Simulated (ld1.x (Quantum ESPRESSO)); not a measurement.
**Reading a pseudo-wave (oxygen (O))**

Columns: radius, all-electron u(r) and pseudo u(r) of the 2p shell (level -16.44 eV) of oxygen in the configuration [He] 2s2 2p3.5; LDA (PZ), non-relativistic, ultrasoft scheme, ld1.x (Quantum ESPRESSO) 7.5.

| r (bohr) | all-electron | pseudo |
| --- | --- | --- |
| 0.055 | 0.0389 | 0.0118 |
| 0.110 | 0.1269 | 0.0465 |
| 0.165 | 0.2350 | 0.1018 |
| 0.220 | 0.3467 | 0.1743 |
| 0.275 | 0.4527 | 0.2596 |
| 0.330 | 0.5481 | 0.3527 |
| 0.385 | 0.6307 | 0.4481 |
| 0.440 | 0.6998 | 0.5410 |
| 0.495 | 0.7559 | 0.6268 |
| 0.550 | 0.7997 | 0.7019 |
| 0.605 | 0.8323 | 0.7639 |
| 0.660 | 0.8548 | 0.8114 |
| 0.715 | 0.8686 | 0.8444 |
| 0.770 | 0.8749 | 0.8637 |
| 0.825 | 0.8748 | 0.8713 |
| 0.880 | 0.8692 | 0.8693 |
| 0.935 | 0.8593 | 0.8602 |
| 0.990 | 0.8457 | 0.8462 |
| 1.045 | 0.8291 | 0.8292 |
| 1.100 | 0.8103 | 0.8103 |
| 1.155 | 0.7896 | 0.7896 |
| 1.210 | 0.7675 | 0.7675 |
| 1.265 | 0.7444 | 0.7444 |
| 1.320 | 0.7206 | 0.7206 |
| 1.375 | 0.6964 | 0.6964 |
| 1.430 | 0.6720 | 0.6720 |

**Question.** How many radial nodes do the two functions have?

**Answer.** The all-electron 2p function has n − l − 1 = 0; the pseudo-wave has 0.

**Question.** At about which radius was the pseudo-wave matched?

**Answer.** 1.10 bohr. The columns agree to 0.0005 from 0.99 bohr on; several derivatives are matched, so the curves merge somewhat inside the radius.

**Question.** Is the pseudo-wave norm-conserving?

**Answer.** No, it belongs to an ultrasoft set: the norm inside the radius is not constrained, and the difference is carried by the augmentation charge.
